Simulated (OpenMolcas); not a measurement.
# Cu2+, Ag2+, Au2+: d⁹ down the group

```json
{"Program": "OpenMolcas 26.06", "Method": "SS-CASPT2, IPEA 0.25 Eh, imaginary shift 0.1 Eh", "Basis": "ANO-RCC-VQZP", "Scalar Hamiltonian": "DKH2, point nucleus", "Spin-orbit coupling": "RASSI with atomic mean-field integrals over the reference wave functions, term energies averaged over their components"}
```

Active space for each ion: 9 electrons in 10 orbitals (d d); closed shells correlated by CASPT2: Cu2+ 3s 3p; Ag2+ 4s 4p; Au2+ 5s 5p.

Computed levels in cm-1 above ²D_5/2:

| Level | Cu2+ | Ag2+ | Au2+ |
| --- | --- | --- | --- |
| ²D_3/2 | 2100 | 4600 | 13210 |
| weight of ²D in the lowest level (%) | 100 | 100 | 100 |

Measured, with the error of the calculation in %. Measured levels: Cu2+ from Sugar and Musgrove, J. Phys. Chem. Ref. Data 19, 527 (1990); Ag2+ from Moore, Atomic Energy Levels, vol. III, NSRDS-NBS 35 (1971 reprint of NBS Circular 467, 1958); Au2+ from Iglesias, J. Res. Natl. Bur. Stand. 64A, 481 (1960).

| Level | Cu2+ | Ag2+ | Au2+ |
| --- | --- | --- | --- |
| ²D_3/2 | 2072 (+1.4) | 4607 (-0.2) | 12694 (+4.1) |

The fine-structure level ²D_3/2 changes by a factor of 6.29 from Cu2+ to Au2+.

Term energies are means over components that CASPT2 splits; among the terms shown or strongly mixed into the levels shown the widest spread is 42 cm-1 (5d⁹ ²D, Au2+). Active for correlation alone: 4d; no level in the range computed is led by a configuration that fills it, so any true level of that kind is missing (holds for Cu2+). Active for correlation alone: 5d; no level in the range computed is led by a configuration that fills it, so any true level of that kind is missing (holds for Ag2+). Active for correlation alone: 6d; no level in the range computed is led by a configuration that fills it, so any true level of that kind is missing (holds for Au2+). Computed and measured levels are paired by configuration, term and J; levels that our copy of the source lacks, or whose pairing is in doubt (as where it misses far off the trend of its configuration), stay unpaired and out of the deviations. Only configurations of the active space appear.
